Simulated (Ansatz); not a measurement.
# Ligand exchange: GaH2Br + GeH3I → GaH2I + GeH3Br

Species: GaH2Br `[GaH2][Br]`, singlet; GeH3I `[GeH3][I]`, singlet; GaH2I `[GaH2][I]`, singlet; GeH3Br `[GeH3][Br]`, singlet. The partners trade Br for I: Ga–Br and Ge–I bonds give way to Ga–I and Ge–Br.

Shapes, held fixed at every level: PBE0-D4/def2-TZVP. Programs: Ansatz 0.2.0. The zero-point and thermal change to 298 K, harmonic and unscaled (PBE0-D4/def2-TZVP), is +0.2 kJ/mol.

```csv
level,kind,ΔH(298 K) (kJ/mol),less CCSD(T)/def2-TZVPP
PBE-D4/def2-TZVPP,GGA,+1.8,+0.8
r2SCAN-D4/def2-TZVPP,meta-GGA,+2.0,+1.0
B3LYP-D4/def2-TZVPP,global hybrid,+2.1,+1.1
wB97X-V/def2-TZVPP,range-separated hybrid,+2.1,+1.1
MP2/def2-SVP,perturbation theory,+2.5,+1.5
CCSD/def2-SVP,coupled cluster or CI,+2.3,+1.3
CCSD/def2-TZVPP,coupled cluster or CI,+1.0,0.0
CCSD(T)/def2-TZVPP,coupled cluster or CI,+1.0,0.0
```

The highest level, CCSD(T)/def2-TZVPP, gives ΔH(298 K) = +1.0 kJ/mol; the levels span +1.0 to +2.5. That is about zero within the method's error. The column of differences is taken from that level and isn't an error. No measured value is set beside it here. For atoms past krypton def2 sets carry core potentials with scalar relativity. Relativity is left out for Br, Ga, Ge unless named. Correlated rows may include outer-core shells of Br, Ga, Ge, I, which these sets cover unevenly.
